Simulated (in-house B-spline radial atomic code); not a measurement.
Orbital energies and mean radii along the 8-electron series, configuration 1s2 2s2 2p1/2(2) 2p3/2(2). The effective charge is n√(-2ε), a non-relativistic measure. Computed with a radial B-spline atomic code at the basis-set limit: Dirac-Hartree-Fock, jj configuration that fills j = l - 1/2 first, finite nuclei.

```json
{"ion": "Rh37+", "Z": "45", "energy of 2p3/2 (Eh)": "-198.63", "mean radius of 2p3/2 (bohr)": "0.1197", "energy of 2p1/2 (Eh)": "-204.23", "mean radius of 2p1/2 (bohr)": "0.11535", "energy of 2s1/2 (Eh)": "-211.11", "mean radius of 2s1/2 (bohr)": "0.1365", "effective charge of 2p3/2": "39.863"}
{"ion": "Pd38+", "Z": "46", "energy of 2p3/2 (Eh)": "-208.8", "mean radius of 2p3/2 (bohr)": "0.11683", "energy of 2p1/2 (Eh)": "-214.98", "mean radius of 2p1/2 (bohr)": "0.11238", "energy of 2s1/2 (Eh)": "-222.06", "mean radius of 2s1/2 (bohr)": "0.1331", "effective charge of 2p3/2": "40.87"}
{"ion": "Ag39+", "Z": "47", "energy of 2p3/2 (Eh)": "-219.22", "mean radius of 2p3/2 (bohr)": "0.11409", "energy of 2p1/2 (Eh)": "-226.03", "mean radius of 2p1/2 (bohr)": "0.10954", "energy of 2s1/2 (Eh)": "-233.31", "mean radius of 2s1/2 (bohr)": "0.12984", "effective charge of 2p3/2": "41.878"}
{"ion": "Cd40+", "Z": "48", "energy of 2p3/2 (Eh)": "-229.9", "mean radius of 2p3/2 (bohr)": "0.11147", "energy of 2p1/2 (Eh)": "-237.38", "mean radius of 2p1/2 (bohr)": "0.10683", "energy of 2s1/2 (Eh)": "-244.86", "mean radius of 2s1/2 (bohr)": "0.12673", "effective charge of 2p3/2": "42.886"}
{"ion": "In41+", "Z": "49", "energy of 2p3/2 (Eh)": "?", "mean radius of 2p3/2 (bohr)": "?", "energy of 2p1/2 (Eh)": "?", "mean radius of 2p1/2 (bohr)": "?", "energy of 2s1/2 (Eh)": "?", "mean radius of 2s1/2 (bohr)": "?", "effective charge of 2p3/2": "?"}
{"ion": "Sn42+", "Z": "50", "energy of 2p3/2 (Eh)": "?", "mean radius of 2p3/2 (bohr)": "?", "energy of 2p1/2 (Eh)": "?", "mean radius of 2p1/2 (bohr)": "?", "energy of 2s1/2 (Eh)": "?", "mean radius of 2s1/2 (bohr)": "?", "effective charge of 2p3/2": "?"}
{"ion": "Sb43+", "Z": "51", "energy of 2p3/2 (Eh)": "-263.49", "mean radius of 2p3/2 (bohr)": "0.10427", "energy of 2p1/2 (Eh)": "-273.3", "mean radius of 2p1/2 (bohr)": "0.09933", "energy of 2s1/2 (Eh)": "-281.41", "mean radius of 2s1/2 (bohr)": "0.11812", "effective charge of 2p3/2": "45.912"}
{"ion": "Te44+", "Z": "52", "energy of 2p3/2 (Eh)": "?", "mean radius of 2p3/2 (bohr)": "?", "energy of 2p1/2 (Eh)": "?", "mean radius of 2p1/2 (bohr)": "?", "energy of 2s1/2 (Eh)": "?", "mean radius of 2s1/2 (bohr)": "?", "effective charge of 2p3/2": "?"}
{"ion": "I45+", "Z": "53", "energy of 2p3/2 (Eh)": "-287.17", "mean radius of 2p3/2 (bohr)": "0.099957", "energy of 2p1/2 (Eh)": "-298.83", "mean radius of 2p1/2 (bohr)": "0.094811", "energy of 2s1/2 (Eh)": "-307.36", "mean radius of 2s1/2 (bohr)": "0.11293", "effective charge of 2p3/2": "47.931"}
{"ion": "Xe46+", "Z": "54", "energy of 2p3/2 (Eh)": "-299.4", "mean radius of 2p3/2 (bohr)": "0.097925", "energy of 2p1/2 (Eh)": "-312.08", "mean radius of 2p1/2 (bohr)": "0.092678", "energy of 2s1/2 (Eh)": "-320.83", "mean radius of 2s1/2 (bohr)": "0.11047", "effective charge of 2p3/2": "48.941"}
{"ion": "Cs47+", "Z": "55", "energy of 2p3/2 (Eh)": "-311.9", "mean radius of 2p3/2 (bohr)": "0.095972", "energy of 2p1/2 (Eh)": "-325.66", "mean radius of 2p1/2 (bohr)": "0.090622", "energy of 2s1/2 (Eh)": "-334.62", "mean radius of 2s1/2 (bohr)": "0.10811", "effective charge of 2p3/2": "49.952"}
```

**Question.** Fill in the row of In41+.

**Answer.** energy of 2p3/2 (Eh): -240.84; mean radius of 2p3/2 (bohr): 0.10897; energy of 2p1/2 (Eh): -249.04; mean radius of 2p1/2 (bohr): 0.10422; energy of 2s1/2 (Eh): -256.73; mean radius of 2s1/2 (bohr): 0.12374; effective charge of 2p3/2: 43.894.

**Question.** Fill in the row of Sn42+.

**Answer.** energy of 2p3/2 (Eh): -252.03; mean radius of 2p3/2 (bohr): 0.10657; energy of 2p1/2 (Eh): -261.02; mean radius of 2p1/2 (bohr): 0.10173; energy of 2s1/2 (Eh): -268.91; mean radius of 2s1/2 (bohr): 0.12088; effective charge of 2p3/2: 44.903.

**Question.** Fill in the row of Te44+.

**Answer.** energy of 2p3/2 (Eh): -275.2; mean radius of 2p3/2 (bohr): 0.10207; energy of 2p1/2 (Eh): -285.91; mean radius of 2p1/2 (bohr): 0.097027; energy of 2s1/2 (Eh): -294.22; mean radius of 2s1/2 (bohr): 0.11547; effective charge of 2p3/2: 46.921.

**Question.** How does the screening of 2p3/2 change?

**Answer.** Z less the effective charge goes from 5.14 at Z = 45 to 5.05 at Z = 55.
